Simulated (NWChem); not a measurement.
System: CH6AlN; SMILES C[NH][AlH2]

NWChem input:

```
start job
memory heap 200 mb stack 900 mb global 1100 mb
geometry units angstroms noautosym nocenter noautoz
  Al     0.081395    -1.238512     0.000549
  H     -1.017807    -2.383858     0.002859
  H      1.651054    -1.478977    -0.000775
  N     -0.502063     0.440709    -0.000501
  C      0.248082     1.674529    -0.000473
  H     -1.504869     0.606801    -0.001754
  H      0.041792     2.300679     0.887572
  H      0.046482     2.298119    -0.891428
  H      1.328858     1.462180     0.002670
end
basis spherical
  Al library aug-cc-pvdz
  H library aug-cc-pvdz
  N library aug-cc-pvdz
  C library aug-cc-pvdz
end
dft
  xc b3lyp
  iterations 150
end
property
  response 1 0.0773
end
task dft property
```

The geometry was optimised at PBE0/def2-SVP. B3LYP is NWChem's, with the RPA form of VWN correlation.

Field at 589 nm.

Question: Predict the main results of this run. (B3LYP/aug-cc-pVDZ.) Quantities: isotropic polarisability (bohr³); anisotropy (bohr³).

Answer: The isotropic polarisability (bohr³) is 57.3 and the anisotropy (bohr³) comes out as 20.7.
